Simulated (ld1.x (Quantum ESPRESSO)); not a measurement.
# nitrogen (N): excitation energies, all-electron against ultrasoft

- Element: N (Z = 7)
- Generator: ld1.x (Quantum ESPRESSO) 7.5
- Type: ultrasoft
- Functional: PBE
- Relativity: non-relativistic
- Frozen core: [He]
- Valence charge: 5
- Reference configuration: 2s2 2p3
- Partial waves: 2s (bound): rcut 0.85, rcutus 0.95 bohr; 2s channel at -1 Ry: rcut 0.85, rcutus 0.95 bohr; 2p (bound): rcut 1.25, rcutus 1.70 bohr; 2p channel at 1.05 Ry: rcut 1.25, rcutus 1.70 bohr
- Local potential: all-electron potential smoothed inside 1.65 bohr (lloc = -1)
- Core correction: none
- Augmentation charge: PSQ, radius 0.65 bohr

Energies are relative to the spin-unpolarised reference configuration 2s2 2p3; without spin polarisation the order of configurations can differ from experiment.

Problem. Give the all-electron excitation energy and the error of the potential for: 2s2 2p2; 2s2 2p1; 2s2 2p0; 2s2 2p3.3; 2s1 2p4; 2s2 2p2.5; 2s1 2p0.

Solution.

```tsv
valence configuration	charge	ΔE all-electron (eV)	error AE − PS (meV)
2s2 2p2	+1	13.597	+6.7
2s2 2p1	+2	42.456	+72
2s2 2p0	+3	89.541	+448
2s2 2p3.3	-0.3	-1.620	+0.1
2s1 2p4	0	11.477	+31
2s2 2p2.5	+0.5	5.096	+1.0
2s1 2p0	+4	167.310	+593
```
